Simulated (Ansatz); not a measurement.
Reaction (ligand exchange at a B–N bond): `CBN([SiH3])[SiH3]` + `O[SiH2]F` → `CBO[SiH2]F` + `[SiH3]N[SiH3]`

Program: Ansatz. Geometries: PBE0-D4/def2-TZVP. ΔE: electronic, gas phase. CCSD(T)/CBS is the MP2 limit (def2-TZVPP, def2-QZVPP) plus CCSD(T) − MP2 in def2-TZVPP, frozen cores. This one scheme is used for every species. DFT in def2-TZVPP. B3LYP here is the variant with VWN-RPA as its local correlation; programs differ in this. Each species was taken in one conformer, which may not be the lowest.

| level | ΔE (kcal/mol) | difference from CCSD(T)/CBS |
| --- | --- | --- |
| PBE-D4 | -3.4 | 1.1 |
| r2SCAN-D4 | -5.0 | -0.5 |
| PBE0-D4 | -4.0 | 0.5 |
| B3LYP-D4 | -5.4 | -0.9 |
| ωB97X-V | -5.5 | -1.0 |
| ωB97M-V | -4.9 | -0.4 |
| B2PLYP | -6.3 | -1.8 |
| PBE | -4.7 | -0.2 |
| r2SCAN | -5.4 | -0.9 |
| PBE0 | -5.2 | -0.7 |
| B3LYP | -7.4 | -2.9 |
| HF/def2-TZVPP | -10.4 | -5.9 |
| MP2/def2-TZVPP | -3.9 | 0.6 |
| SCS-MP2/def2-TZVPP | -5.1 | -0.6 |
| CCSD/def2-TZVPP | -5.4 | -0.9 |
| CCSD(T)/def2-TZVPP | -4.5 | 0.0 |
| HF/def2-QZVPP | -10.6 | -6.1 |
| MP2/def2-QZVPP | -4.0 | 0.5 |
| SCS-MP2/def2-QZVPP | -5.3 | -0.8 |
| HF/CBS(def2) | -10.6 | -6.1 |
| MP2/CBS(def2) | -3.9 | 0.6 |
| CCSD/CBS(def2) | -5.5 | -1.0 |
| CCSD(T)/CBS | -4.5 | 0 |

Largest T1 diagnostic among the species: 0.012.

In def2-TZVPP, CCSD(T) changes the Hartree–Fock value by +5.9 kcal/mol (the triples alone add +0.9 kcal/mol) and MP2 by +6.5 kcal/mol. The D4 term adds +2.1 kcal/mol with B3LYP and +1.1 kcal/mol with PBE0; it sums over pairs of atoms, weighted by their polarisabilities, and B3LYP, whose exchange is more repulsive, gets the larger term.
